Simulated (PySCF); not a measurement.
Telling isomers of C5H8FN apart by NMR

[PySCF 2.14.0 with density-fitted response routines: geometry: GFN2-xTB; GIAO PBE0/pcSseg-1 shieldings; one conformer; fast rotation and ring inversion assumed for equivalent nuclei; no relativistic terms; no solvent]

Shifts are taken against calculated references (same method and geometry level): TMS for ¹H, ¹³C. Splittings of carbon signals by F and P are missing where no couplings were computed. Where no couplings were computed, multiplicities follow the n + 1 count of equivalent neighbours, and m marks all less simple cases (inequivalent or close neighbours, rings, F or P nearby). Shifts are as computed. Against solution values, carbons near 30 ppm lie about +3 ppm off and those near 130 ppm about +5 ppm (rms about the fit 2.1 ppm; single classes can miss by 10 ppm). Of 1328 compounds with measured shifts, 309 miss one by over three times the rms of a fit or turn the order of signals round; such compounds aren't used in these exercises. Signals without a measured value on file couldn't be tested in this way; 1H shifts scatter by 0.2 ppm about their fit, and single ones miss by 0.5 ppm. OH and NH positions are gas-phase values without hydrogen bonding to other molecules.

(1) Tabulate the signals of `C/N=C1/CC[C@@H]1F`, `[H]/N=C\[C@@H]1CC[C@H]1F` and their relative energies.

(2) What is the quickest way to tell C/N=C1/CC[C@@H]1F from [H]/N=C\[C@@H]1CC[C@H]1F?

Answers

(1) 
| SMILES | carbon types | δC | δH | E rel. (kcal/mol) |
| --- | --- | --- | --- | --- |
| C/N=C1/CC[C@@H]1F | 1×C 1×CH 2×CH2 1×CH3 | 170.2, 93.8, 43.9, 31.6, 24.8 | 5.76 (m, 1H), 3.75 (s, 3H), 2.85 (m, 1H), 2.57 (m, 1H), 2.30 (m, 1H), 2.18 (m, 1H) | 2.4 |
| [H]/N=C\[C@@H]1CC[C@H]1F | 3×CH 2×CH2 | 177.3, 91.0, 52.8, 28.2, 12.9 | 10.78 (br s, 1H), 8.21 (m, 1H), 5.00 (m, 1H), 3.12 (m, 1H), 2.35 (m, 1H), 2.29 (m, 1H), 1.93 (m, 1H), 1.45 (m, 1H) | 0.0 |

Energies are electronic energies at PBE0/pcSseg-1 on these geometries, without zero-point or thermal terms, each for the one conformer computed, which needn't be the lowest.

(2) Both give the same number of carbon signals, but DEPT or the intensities differ. The first has a C=N carbon (C) at 170.2 ppm, the second a C=N carbon (CH) at 177.3 ppm. In the proton spectra the most deshielded non-exchanging signals are 5.76 (m, 1H) and 8.21 (m, 1H).
